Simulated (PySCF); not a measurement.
Ga(F)(Me)(OH) (CH4FGaO), SMILES [CH3][Ga]([OH])[F].

The structure is a stationary point at PBE0-D3(BJ)/def2-SVP. The structure was generated by enumeration; whether it is a known compound was not checked. One conformer was computed; it need not be the lowest.

Method: PBE0-D3(BJ)/def2-SVP run with PySCF 2.14.0.

Frequencies are harmonic and unscaled.

Q: Give all harmonic wavenumbers and intensities. (An estimate is asked for; the answer gives what the named calculation found.)

A: 
```json
[
 {"mode": "1", "ν (cm⁻¹)": "37", "IR (km/mol)": "0.2", "Raman (Å⁴/amu)": "0.0", "depolarisation": "–", "moving atoms (share of kinetic energy)": "H 96 %"},
 {"mode": "2", "ν (cm⁻¹)": "148", "IR (km/mol)": "1.1", "Raman (Å⁴/amu)": "1.1", "depolarisation": "0.75", "moving atoms (share of kinetic energy)": "C 30 %, H 23 %, O 18 %, Ga 16 %, F 12 %"},
 {"mode": "3", "ν (cm⁻¹)": "175", "IR (km/mol)": "10.5", "Raman (Å⁴/amu)": "0.1", "depolarisation": "0.75", "moving atoms (share of kinetic energy)": "Ga 40 %, F 17 %, O 16 %, H 16 %, C 12 %"},
 {"mode": "4", "ν (cm⁻¹)": "197", "IR (km/mol)": "40.0", "Raman (Å⁴/amu)": "1.2", "depolarisation": "0.75", "moving atoms (share of kinetic energy)": "F 44 %, O 31 %, Ga 14 %, H 9 %"},
 {"mode": "5", "ν (cm⁻¹)": "398", "IR (km/mol)": "139.0", "Raman (Å⁴/amu)": "0.5", "depolarisation": "0.75", "moving atoms (share of kinetic energy)": "H 90 %, O 9 %"},
 {"mode": "6", "ν (cm⁻¹)": "587", "IR (km/mol)": "1.2", "Raman (Å⁴/amu)": "18.6", "depolarisation": "0.12", "moving atoms (share of kinetic energy)": "C 60 %, H 17 %, F 9 %, O 8 %"},
 {"mode": "7", "ν (cm⁻¹)": "695", "IR (km/mol)": "60.0", "Raman (Å⁴/amu)": "2.1", "depolarisation": "0.43", "moving atoms (share of kinetic energy)": "F 70 %, Ga 22 %"},
 {"mode": "8", "ν (cm⁻¹)": "729", "IR (km/mol)": "83.4", "Raman (Å⁴/amu)": "4.0", "depolarisation": "0.30", "moving atoms (share of kinetic energy)": "O 69 %, Ga 17 %, H 9 %"},
 {"mode": "9", "ν (cm⁻¹)": "731", "IR (km/mol)": "28.9", "Raman (Å⁴/amu)": "0.2", "depolarisation": "0.75", "moving atoms (share of kinetic energy)": "H 81 %, C 17 %"},
 {"mode": "10", "ν (cm⁻¹)": "757", "IR (km/mol)": "31.4", "Raman (Å⁴/amu)": "0.4", "depolarisation": "0.15", "moving atoms (share of kinetic energy)": "H 74 %, C 14 %"},
 {"mode": "11", "ν (cm⁻¹)": "818", "IR (km/mol)": "119.2", "Raman (Å⁴/amu)": "2.8", "depolarisation": "0.74", "moving atoms (share of kinetic energy)": "H 87 %"},
 {"mode": "12", "ν (cm⁻¹)": "1224", "IR (km/mol)": "8.5", "Raman (Å⁴/amu)": "4.5", "depolarisation": "0.05", "moving atoms (share of kinetic energy)": "H 80 %, C 20 %"},
 {"mode": "13", "ν (cm⁻¹)": "1425", "IR (km/mol)": "3.6", "Raman (Å⁴/amu)": "9.6", "depolarisation": "0.74", "moving atoms (share of kinetic energy)": "H 96 %"},
 {"mode": "14", "ν (cm⁻¹)": "1429", "IR (km/mol)": "3.4", "Raman (Å⁴/amu)": "7.3", "depolarisation": "0.75", "moving atoms (share of kinetic energy)": "H 95 %"},
 {"mode": "15", "ν (cm⁻¹)": "3074", "IR (km/mol)": "0.5", "Raman (Å⁴/amu)": "129.4", "depolarisation": "0.00", "moving atoms (share of kinetic energy)": "H 97 %"},
 {"mode": "16", "ν (cm⁻¹)": "3183", "IR (km/mol)": "0.1", "Raman (Å⁴/amu)": "81.1", "depolarisation": "0.75", "moving atoms (share of kinetic energy)": "H 91 %, C 9 %"},
 {"mode": "17", "ν (cm⁻¹)": "3199", "IR (km/mol)": "0.2", "Raman (Å⁴/amu)": "75.0", "depolarisation": "0.75", "moving atoms (share of kinetic energy)": "H 90 %, C 10 %"},
 {"mode": "18", "ν (cm⁻¹)": "3908", "IR (km/mol)": "80.2", "Raman (Å⁴/amu)": "125.8", "depolarisation": "0.26", "moving atoms (share of kinetic energy)": "H 94 %"}
]
```
